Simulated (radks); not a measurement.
All-electron atom: a nucleus of charge 46.75 with 46 electrons in [Kr] 4d10. All-electron calculation, Dirac Kohn-Sham, BLYP, spin-unpolarised, spherical densities, finite nucleus; Fermi nuclear charge, rms radius 4.5318 fm. Program: a radial shooting solver on a logarithmic mesh with Libxc functionals.

Normalised radial functions P(r) = r R(r) (large component), r in bohr:

```
   r/bohr * 4d5/2 (the largest magnitude, 0.882, reaches the edge; | marks zero)
 0.001229                             *
 0.001613                             *
   0.0021                             *
 0.002757                             *
 0.003619                             *
 0.004712                             *
 0.006185                             *
 0.008119                             *
  0.01057                             *
  0.01388                             *
  0.01821                             *
  0.02372                             *
  0.03113                             |*
  0.04086                             |*
   0.0532                             | *
  0.06984                             |  *
  0.09167                             |    *
   0.1194                             |       *
   0.1567                             |          *
   0.2056                             |            *
   0.2678                             |            *
   0.3515                             |      *
   0.4613                           * |
   0.6056               *             |
   0.7885      *                      |
    1.035  *                          |
    1.359    *                        |
    1.769          *                  |
    2.322                *            |
    3.048                      *      |
    3.969                          *  |
    5.209                            *|
```

4d5/2: eigenvalue -12.150 eV, 1 radial node at r = 0.437 bohr, <r> = 1.45 bohr, 90 % of the charge inside 2.36 bohr.
